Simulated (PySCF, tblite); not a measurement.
`CC#C/P=C(\F)[Si](C)(C)C`. The geometry is computed with GFN2-xTB (gas phase).

```
atom  x, y, z in Å
C1     5.0100   -0.5105    1.3408
C2     3.8325   -0.1371    0.5943
C3     2.8308    0.1611   -0.0097
P4     1.4292    0.6335   -0.9532
C5     0.1756    0.0034   -0.0077
F6     0.4503   -0.6621    1.1505
Si7   -1.6787    0.1378   -0.4176
C8    -1.8124    1.0303   -2.0911
C9    -2.3950   -1.6261   -0.4991
C10   -2.5277    1.1316    0.9696
H11    4.9606   -1.5667    1.6059
H12    5.0712    0.0795    2.2557
H13    5.9039   -0.3333    0.7426
H14   -1.3745    2.0223   -2.0465
H15   -2.8493    1.1412   -2.3907
H16   -1.3007    0.4811   -2.8749
H17   -1.9536   -2.1982   -1.3099
H18   -2.2043   -2.1648    0.4243
H19   -3.4694   -1.6073   -0.6541
H20   -3.5982    1.2007    0.8022
H21   -2.3746    0.6605    1.9359
H22   -2.1362    2.1427    1.0311
```

(1) Which two atoms are farthest apart?

(2) Where is the centre of mass (commonest isotopes), and what is the radius of gyration?

(3) Give the dihedral angles C10–Si7–C9–H18, C10–Si7–C8–H15, C9–Si7–C10–H21.

(4) Work out the bond lengths C1–H11, C1–H12, C5–F6, C5–Si7, Si7–C10, C9–H19, C10–H21 in bohr.

(5) How far are the heavy atoms from their best plane (unweighted least squares)?

(6) What are the angles H11–C1–H12, C9–Si7–C10, H17–C9–H19, H17–C9–H18, Si7–C10–H22?

(7) What is the repulsion energy of the bare nuclei, Σ ZA·ZB/RAB?

(8) How far apart are these pairs, which share no bond: C1···Si7, C2···H20, C3···C8, C5···H13?

(9) Write the matrix of distances between heavy atoms (Å, lower triangle).

## Answers

(1) H13···H20, 9.63 Å; the next longest distance is 9.56 Å.

(2) Mass 174.043 u; centre at (0.355, 0.065, -0.093) Å; Rg = √(Σ m r²/M) = 2.753 Å. As Ia + Ib + Ic = 2 Σ m r², the three principal moments sum to 2638.8 u·Å².

(3) C10–Si7–C9–H18 -62° (synclinal); C10–Si7–C8–H15 -62° (synclinal); C9–Si7–C10–H21 60° (synclinal). Dihedral signs follow IUPAC: positive where, seen along the central bond, the front bond turns clockwise onto the rear one.

(4) For C1–H11 the difference vector is (-0.0494, -1.0562, 0.2651) Å, of length 1.0901 Å. 1 bohr = 0.529177 Å. C1–H11 2.060; C1–H12 2.060; C5–F6 2.577; C5–Si7 3.598; Si7–C10 3.602; C9–H19 2.052; C10–H21 2.052 bohr.

(5) 0.699 Å rms; C1 0.00, C2 0.00, C3 0.00, P4 0.00, C5 0.00, F6 0.00, Si7 0.00, C8 0.08, C9 1.52, C10 1.60 Å (magnitudes).

(6) From the scalar product of the two bond vectors; for H11–C1–H12 it is -0.3836 Å² over 1.0901 × 1.0904 Å², cos θ = -0.3228. H11–C1–H12 108.8°; C9–Si7–C10 110.3°; H17–C9–H19 107.7°; H17–C9–H18 107.6°; Si7–C10–H22 111.5°.

(7) 663.85 Eh over 231 pairs, with full nuclear charges and distances in bohr; the largest single term is 34.81 Eh (P4 with Si7).

(8) C1···Si7 6.946 Å (5 bonds apart); C2···H20 7.553 Å (6 bonds apart); C3···C8 5.162 Å (4 bonds apart); C5···H13 5.787 Å (5 bonds apart).

(9) 
```
C1    0.000
C2    1.443  0.000
C3    2.650  1.207  0.000
P4    4.404  2.960  1.754  0.000
C5    5.045  3.709  2.660  1.692  0.000
F6    4.566  3.468  2.773  2.658  1.364  0.000
Si7   6.946  5.610  4.528  3.192  1.904  2.763  0.000
C8    7.791  6.359  5.162  3.458  3.057  4.300  1.901  0.000
C9    7.711  6.496  5.545  4.465  3.083  3.427  1.906  3.151  0.000
C10   7.723  6.496  5.533  4.427  3.088  3.481  1.906  3.145  3.127  0.000
```

Its GFN2-xTB frequencies are all real (lowest 20 cm⁻¹).
